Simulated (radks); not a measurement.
Question: Se III, 32 electrons, occupied as [Ar] 3d10 4s2 4p2. All-electron calculation, scalar-relativistic Kohn-Sham, TASK exchange with Perdew-Wang LDA correlation, spin-polarised, spherical densities, finite nucleus; open shells are filled with parallel spins first; meta-GGA in the generalised Kohn-Sham scheme; Fermi nuclear charge, rms radius 4.14 fm. Program: a radial shooting solver on a logarithmic mesh with Libxc functionals. Some entries of the table are withheld. Estimate them.

orbital,occ.,eigenvalue (eV),r(max) (bohr)
1s up,1,-12563.38,0.02881
1s down,1,-12563.18,0.02881
2s up,1,-1646.476,0.1645
2s down,1,-1646.407,0.1645
2p up,3,-1450.205,0.1317
2p down,3,-1450.031,0.1317
3s up,1,-243.5384,0.5028
3s down,1,-243.4268,0.5029
3p up,3,(1),0.5008
3p down,3,(2),0.5009
3d up,5,-78.0505,(3)
3d down,5,-77.6958,(4)
4s up,1,-40.3006,1.488
4s down,1,-36.7968,1.478
4p up,2,-27.1078,1.690

Answer: 
(1) 3p up eigenvalue (eV): -181.3525
(2) 3p down eigenvalue (eV): -181.1968
(3) 3d up r(max) (bohr): 0.4538
(4) 3d down r(max) (bohr): 0.4537
